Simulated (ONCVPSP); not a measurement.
## zinc, ONCV: configuration errors across variants

ONCVPSP 4.0.1 input, shortened (lines: element, Z, core and valence counts, functional; n l f; lmax; l rc ep ncon nbas qcut; lloc lpopt rc5 dvloc0; l nproj debl; icmod fcfact rcfact), PBE, scalar-relativistic:

```
  Zn 30.00    5    2        4      upf
    1    0    2.00
    2    0    2.00
    2    1    6.00
    3    0    2.00
    3    1    6.00
    3    2   10.00
    4    0    2.00
    2
    0    1.80    0.00    4    7    3.00
    1    1.75    0.18    3    8    3.70
    2    0.80    0.00    3    7   23.30
    4    3    0.55    0.00
    0    2    1.70
    1    1    2.50
    2    2    2.50
    0    0.00    0.00
```

All-electron excitation energies from the reference (eV): (1) 3d10 4s1 9.889; (2) 3d10 4s0 28.331; (3) 3d9 4s0 68.865; (4) 3d8 4s0 130.679.

2 further variants failed, have other tests or too few solved ones, and are left out.

A true bound ghost makes a file unfit for plane-wave use even where its test errors are small: the radial tests pick states by their node count and pass the ghost by.

Errors AE − PS in meV (a dash: test not solved or not reliable):

```csv
change,(1),(2),(3),(4),bound ghosts,GHOST(+) flags above zero
base,0.0,+26,+148,-91,"s, p",none
p: qcut 3.1,0.0,+26,+148,-91,"s, p",none
p: rc 2.18,0.0,+26,+148,-91,"s, p",none
"all radii scaled by about 1.29 (s 2.32, p 2.26, d 1.04 bohr); local potential polynomial inside 0.72 bohr (lpopt 3, dvloc0 0 Ha)",+0.1,+20,+19,-354,"s, p",none
p: nbas 7,0.0,+26,+148,-91,"s, p",none
"core correction Teter function, fcfact 5.5, rcfact 1.15",-0.8,+20,+119,-225,"s, p",none
```

Problem. Give the same row for: local potential polynomial inside 0.55 bohr (lpopt 3, dvloc0 6 Ha).

Solution. -0.1, +26, +148, -90; bound ghosts: s, p; GHOST(+) flags above zero: none.
